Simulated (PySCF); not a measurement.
## Worked example: chemical shift, span and skew from a shielding tensor

C2H6BO2, SMILES CO[B]OC (connectivity only; charge and spin as stated), charge +1, multiplicity 1. Atoms are numbered in the order given.

```xyz
11

C     -2.6232     0.0540    -0.1396
O     -1.2342    -0.1522     0.1469
B      0.0000     0.0000     0.1077
O      1.2342     0.1522     0.1469
C      2.6232    -0.0540    -0.1396
H     -2.7843    -0.1429    -1.2057
H     -3.1855    -0.6528     0.4798
H     -2.8741     1.0893     0.1187
H      2.8741    -1.0893     0.1187
H      2.7843     0.1429    -1.2057
H      3.1855     0.6528     0.4798
```
Charge +1, spin multiplicity 1.

Geometry: PBE0-D3(BJ)/def2-SVP. The spin state was assumed, not searched. The isomer is the one that the SMILES or the coordinates give; other isomers of the formula were not compared. Other conformers were not sampled.

GIAO shieldings from PBE0/pcSseg-1 (PySCF), non-relativistic, no solvent. The symmetric part of the tensor of C1 has the principal values 80.6, 83.2, 186.7 ppm. The same nucleus in TMS has σ = 186.3 ppm at this level (PySCF, at its B3LYP-D3(BJ)/def2-TZVP geometry).

### Question
Work out the isotropic shielding, the ¹³C shift against TMS, the span and the skew.

### Answer

σ(iso) = (σ11 + σ22 + σ33)/3 = 116.8 ppm. δ = σ(ref) − σ(iso) = 186.3 − (116.8) = 69.5 ppm.
Span Ω = σ33 − σ11 = 106.1 ppm. Skew κ = 3(σ(iso) − σ22)/Ω = 0.95. Tumbling in solution averages the tensor to δ; in a static solid the shielding alone would spread this spin-1/2 line over Ω.
